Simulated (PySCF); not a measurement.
B3LYP has the VWN-RPA correlation part, as in Gaussian. Delta-SCF ions had no search for a lower state. Excitations are Tamm–Dancoff values on a coarser integration grid. The basis has no diffuse functions, so Rydberg states are missing or too high.

Cartesian coordinates (Å):
```xyz
4

F     -0.9361     1.4332    -0.0051
Al    -0.1389     0.0037    -0.0008
F     -1.0102    -1.3820    -0.0065
Br     2.0852    -0.0549     0.0125
```
Charge 0, spin multiplicity 1.

What is the computed S1 oscillator strength, S1–T1 gap (TDA), dipole moment, HOMO, T1 excitation (TDA), total energy, vertical ionisation energy (Delta-SCF) and S1 excitation (TDA) (B3LYP-D3(BJ)/def2-TZVP (PySCF))?


```
Property                                       Result
--------------------------------------  -------------
S1 oscillator strength                          0.019
S1–T1 gap (TDA)                               0.29 eV
dipole moment                                  0.69 D
HOMO                                         -8.96 eV
T1 excitation (TDA)                           5.75 eV
total energy                            -3016.6494 Ha
vertical ionisation energy (Delta-SCF)       11.87 eV
S1 excitation (TDA)                           6.04 eV
```
